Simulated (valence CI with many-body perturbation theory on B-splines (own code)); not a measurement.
**E1 line list for Pt LXXII**

Computed by valence CI with perturbative core correlation (CI+MBPT): five valence electrons over a frozen Dirac-Fock core [He], a basis of 11 s, 11 p, 10 d, 8 f, 5 g, 2 h functions for each j, with the one-electron correlation potential Σ1, the two-electron term Σ2, the three-electron term Σ3, Breit, model QED; selected CI, second order for the rest, scaled by the run's own slope (own B-spline code, finite nucleus).

The last digits are not significant, and no measured levels were compared; by estimate large intervals hold to a few tenths of a per cent, small ones and those within an open d or f shell to about a per cent. Among the levels kept, up to 7600 cm⁻¹ of a level comes from second order outside the variational space, and about a tenth of that is noise between levels of different J, which matters for small intervals.

Lines 1 to 50 of 600 in falling wavelength, among levels below 14924 eV, chosen from the strongest by gf and those to the six lowest levels. Wavelengths and rates use the calculated energies. Electric multipoles are in the length gauge, E1 and E2 with the static RPA response of the core. Weak lines are less certain than strong ones. Lines between different terms over intervals too small for the method are left out, as are lines whose strength nearly cancels. The highest levels of a list are the least certain.

Levels are named by their leading jj configuration (3d3/2^4 stands for four electrons in 3d with j = 3/2), which in mixed levels can hold well under half, so a name can repeat and another be missing. Letters in brackets count levels of one name in rising energy.

| λ vac (Å) | Upper | Lower | A (s⁻¹) | S (a.u.) |
| --- | --- | --- | --- | --- |
| 269.0 | (2s^2 2p1/2^2 4f7/2) J=7/2 | (2s^2 2p1/2^2 4d5/2) J=5/2 | 2.15e+09 | 1.65e-01 |
| 152.9 | (2s^2 2p1/2^2 4f5/2) J=5/2 | (2s^2 2p1/2^2 4d3/2) J=3/2 | 1.09e+10 | 1.15e-01 |
| 124.9 | (2s^2 2p1/2^2 4d5/2) J=5/2 | (2s^2 2p1/2^2 4p3/2) J=3/2 | 3.34e+10 | 1.93e-01 |
| 76.48 | (2s 2p1/2 2p3/2^2 3p1/2) J=5/2 [b] | (2s 2p1/2 2p3/2^2 3s) J=7/2 | 2.52e+10 | 3.34e-02 |
| 54.22 | (2s^2 2p3/2^2 3d5/2) J=5/2 [a] | (2s^2 2p3/2^2 3p3/2) J=3/2 [a] | 4.91e+10 | 2.32e-02 |
| 54.04 | (2s 2p1/2 2p3/2^2 3d5/2) J=5/2 [f] | (2s 2p1/2 2p3/2^2 3p3/2) J=3/2 [f] | 6.23e+10 | 2.91e-02 |
| 53.93 | (2s 2p1/2^2 2p3/2 3d5/2) J=5/2 [a] | (2s 2p1/2^2 2p3/2 3p3/2) J=5/2 [a] | 3.58e+10 | 1.66e-02 |
| 53.82 | (2s 2p1/2 2p3/2^2 3d5/2) J=7/2 [b] | (2s 2p1/2 2p3/2^2 3p3/2) J=5/2 [b] | 5.00e+10 | 3.08e-02 |
| 53.19 | (2s 2p1/2^2 2p3/2 3d5/2) J=9/2 | (2s 2p1/2^2 2p3/2 3p3/2) J=7/2 | 1.06e+11 | 7.85e-02 |
| 53.02 | (2s 2p1/2 2p3/2^2 3d5/2) J=7/2 [e] | (2s 2p1/2 2p3/2^2 3p3/2) J=5/2 [e] | 8.62e+10 | 5.08e-02 |
| 52.79 | (2s 2p1/2^2 2p3/2 3d5/2) J=3/2 [b] | (2s 2p1/2^2 2p3/2 3p3/2) J=1/2 [b] | 7.37e+10 | 2.14e-02 |
| 52.73 | (2s 2p1/2 2p3/2^2 3d5/2) J=11/2 | (2s 2p1/2 2p3/2^2 3p3/2) J=9/2 | 1.08e+11 | 9.41e-02 |
| 52.71 | (2s 2p1/2 2p3/2^2 3d5/2) J=9/2 [a] | (2s 2p1/2 2p3/2^2 3p3/2) J=7/2 [a] | 1.00e+11 | 7.24e-02 |
| 52.48 | (2s 2p1/2^2 2p3/2 3d5/2) J=7/2 [a] | (2s 2p1/2^2 2p3/2 3p3/2) J=5/2 [a] | 8.80e+10 | 5.02e-02 |
| 52.25 | (2s 2p1/2 2p3/2^2 3d5/2) J=7/2 [a] | (2s 2p1/2 2p3/2^2 3p3/2) J=5/2 [a] | 7.47e+10 | 4.21e-02 |
| 52.25 | (2s 2p1/2 2p3/2^2 3d5/2) J=9/2 [b] | (2s 2p1/2 2p3/2^2 3p3/2) J=7/2 [b] | 8.34e+10 | 5.87e-02 |
| 52.17 | (2s^2 2p1/2 2p3/2 3d5/2) J=7/2 [a] | (2s^2 2p1/2 2p3/2 3p3/2) J=5/2 [a] | 9.12e+10 | 5.11e-02 |
| 52.12 | (2s 2p1/2^2 2p3/2 3d5/2) J=5/2 [b] | (2s 2p1/2^2 2p3/2 3p3/2) J=3/2 [b] | 9.12e+10 | 3.82e-02 |
| 52.07 | (2s 2p1/2 2p3/2^2 3d5/2) J=5/2 [d] | (2s 2p1/2 2p3/2^2 3p3/2) J=3/2 [d] | 7.43e+10 | 3.11e-02 |
| 52.07 | (2s^2 2p1/2 2p3/2 3d5/2) J=7/2 [b] | (2s^2 2p1/2 2p3/2 3p3/2) J=5/2 [b] | 8.25e+10 | 4.60e-02 |
| 52.05 | (2s^2 2p1/2 2p3/2 3d5/2) J=5/2 [b] | (2s^2 2p1/2 2p3/2 3p3/2) J=3/2 [b] | 5.50e+10 | 2.30e-02 |
| 52.04 | (2s^2 2p3/2^2 3d5/2) J=7/2 | (2s^2 2p3/2^2 3p3/2) J=5/2 | 6.77e+10 | 3.77e-02 |
| 51.89 | (2s 2p1/2 2p3/2^2 3d5/2) J=7/2 [c] | (2s 2p1/2 2p3/2^2 3p3/2) J=5/2 [c] | 9.63e+10 | 5.31e-02 |
| 51.85 | (2s^2 2p3/2^2 3d5/2) J=9/2 | (2s^2 2p3/2^2 3p3/2) J=7/2 | 9.07e+10 | 6.24e-02 |
| 51.82 | (2s 2p1/2 2p3/2^2 3d5/2) J=9/2 [b] | (2s 2p1/2 2p3/2^2 3p3/2) J=9/2 | 2.37e+10 | 1.63e-02 |
| 51.67 | (2s^2 2p3/2^2 3d5/2) J=5/2 [b] | (2s^2 2p3/2^2 3p3/2) J=3/2 [b] | 9.06e+10 | 3.70e-02 |
| 51.65 | (2s 2p1/2 2p3/2^2 3d5/2) J=7/2 [d] | (2s 2p1/2 2p3/2^2 3p3/2) J=5/2 [d] | 8.72e+10 | 4.74e-02 |
| 51.58 | (2s 2p1/2^2 2p3/2 3d5/2) J=7/2 [b] | (2s 2p1/2^2 2p3/2 3p3/2) J=5/2 [b] | 1.11e+11 | 6.01e-02 |
| 51.22 | (2s^2 2p1/2 2p3/2 3d5/2) J=9/2 | (2s^2 2p1/2 2p3/2 3p3/2) J=7/2 | 1.10e+11 | 7.28e-02 |
| 51.20 | (2s^2 2p1/2^2 3d5/2) J=5/2 | (2s^2 2p1/2^2 3p3/2) J=3/2 | 1.11e+11 | 4.42e-02 |
| 51.17 | (2s 2p1/2 2p3/2^2 3d5/2) J=5/2 [c] | (2s 2p1/2 2p3/2^2 3p3/2) J=3/2 [c] | 1.07e+11 | 4.25e-02 |
| 50.96 | (2s 2p1/2 2p3/2^2 3d5/2) J=9/2 [c] | (2s 2p1/2 2p3/2^2 3p3/2) J=7/2 [c] | 1.14e+11 | 7.45e-02 |
| 50.95 | (2s 2p1/2 2p3/2^2 3d5/2) J=5/2 [b] | (2s 2p1/2 2p3/2^2 3p3/2) J=5/2 [b] | 5.58e+10 | 2.18e-02 |
| 50.87 | (2s 2p1/2 2p3/2^2 3d5/2) J=3/2 [c] | (2s 2p1/2 2p3/2^2 3p3/2) J=1/2 [c] | 7.54e+10 | 1.96e-02 |
| 50.48 | (2s 2p1/2 2p3/2^2 3d5/2) J=5/2 [e] | (2s 2p1/2 2p3/2^2 3p3/2) J=3/2 [e] | 8.34e+10 | 3.17e-02 |
| 49.70 | (2s 2p1/2^2 2p3/2 3d5/2) J=5/2 [a] | (2s 2p1/2^2 2p3/2 3p3/2) J=3/2 [a] | 7.39e+10 | 2.69e-02 |
| 49.48 | (2s^2 2p1/2 2p3/2 3d5/2) J=5/2 [a] | (2s^2 2p1/2 2p3/2 3p3/2) J=3/2 [a] | 8.09e+10 | 2.90e-02 |
| 48.97 | (2s^2 2p1/2 2p3/2 3d5/2) J=3/2 [a] | (2s^2 2p1/2 2p3/2 3p3/2) J=1/2 [a] | 6.95e+10 | 1.61e-02 |
| 48.41 | (2s 2p1/2 2p3/2^2 3d5/2) J=3/2 [a] | (2s 2p1/2 2p3/2^2 3p3/2) J=3/2 [b] | 6.24e+10 | 1.40e-02 |
| 47.50 | (2s^2 2p1/2^2 4d3/2) J=3/2 | (2s^2 2p1/2^2 4p1/2) J=1/2 | 4.88e+11 | 1.03e-01 |
| 46.78 | (2s 2p1/2 2p3/2^2 3d5/2) J=3/2 [b] | (2s 2p1/2 2p3/2^2 3p3/2) J=1/2 [b] | 7.43e+10 | 1.50e-02 |
| 46.40 | (2s 2p1/2^2 2p3/2 3d5/2) J=3/2 [a] | (2s 2p1/2^2 2p3/2 3p3/2) J=3/2 [a] | 7.39e+10 | 1.46e-02 |
| 45.90 | (2s^2 2p1/2^2 4p3/2) J=3/2 | (2s^2 2p1/2^2 4s) J=1/2 | 6.39e+11 | 1.22e-01 |
| 45.50 | (2s 2p1/2 2p3/2^2 3d5/2) J=7/2 [b] | (2s 2p1/2 2p3/2^2 3p3/2) J=7/2 [b] | 6.02e+10 | 2.24e-02 |
| 43.70 | (2s^2 2p3/2^2 3d5/2) J=5/2 [a] | (2s^2 2p3/2^2 3p3/2) J=5/2 | 6.78e+10 | 1.67e-02 |
| 40.45 | (2s 2p1/2 2p3/2^2 3p3/2) J=9/2 | (2s^2 2p3/2^2 3p3/2) J=7/2 | 5.90e+10 | 1.93e-02 |
| 36.89 | (2s 2p1/2^2 2p3/2 3p3/2) J=7/2 | (2s^2 2p1/2 2p3/2 3p3/2) J=5/2 [a] | 6.73e+10 | 1.33e-02 |
| 35.01 | (2s 2p1/2^2 2p3/2^2) J=5/2 | (2s^2 2p1/2 2p3/2^2) J=5/2 | 2.34e+10 | 2.98e-03 |
| 34.01 | (2p1/2^2 2p3/2^2 3p3/2) J=7/2 | (2s 2p1/2 2p3/2^2 3p3/2) J=5/2 [c] | 9.12e+10 | 1.42e-02 |
| 32.87 | (2s 2p1/2^2 2p3/2^2) J=5/2 | (2s^2 2p1/2 2p3/2^2) J=3/2 | 3.53e+10 | 3.72e-03 |
